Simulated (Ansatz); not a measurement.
Frontier orbitals of C3H11InN2 (`C[CH](C)[In]([NH2])[NH2]`).

```xyz
17

C    -0.339   -1.579    1.275
C    -0.189   -1.042   -0.143
C    -1.514   -1.050   -0.891
In    0.727    0.922   -0.164
N    -0.024    2.482   -1.222
N     2.402    1.432    0.861
H    -1.018   -0.964    1.873
H    -0.759   -2.594    1.262
H     0.615   -1.627    1.806
H     0.520   -1.682   -0.681
H    -1.946   -2.059   -0.907
H    -1.408   -0.724   -1.929
H    -2.252   -0.394   -0.418
H    -0.629    2.305   -2.008
H     0.573    3.268   -1.430
H     2.578    2.409    1.040
H     2.662    0.897    1.676
```

The species carries charge 0 and has multiplicity 1. Correlated methods include outer-core shells of In, which these sets cover unevenly. In takes the def2 core potential. Geometry: relaxed with PBE0-D4/def2-TZVP. It is one conformer, not always the lowest. Basis def2-TZVPP, the Gaussian-basis code of Ansatz.

Orbital energies of one run (eV). Highest occupied ones, from the top: -6.04, -6.52, -6.81, -8.75, -9.14, -9.29, -10.37, -10.76, -10.95, -11.97, -12.11, -12.22, -12.32, -15.56. Empty: -0.67, -0.52, 0.26, 0.64, 1.54, 1.68.

Problem. Which functional gave them?
A. LC-ωPBE
B. BHLYP
C. PBE
D. HSE06 (plane-wave form)

Solution. D. HOMO energies: HSE06 -6.04, BHLYP -7.68, LC-ωPBE -9.24, PBE -5.12 eV.

LC-ωPBE has ω = 0.4 bohr⁻¹.
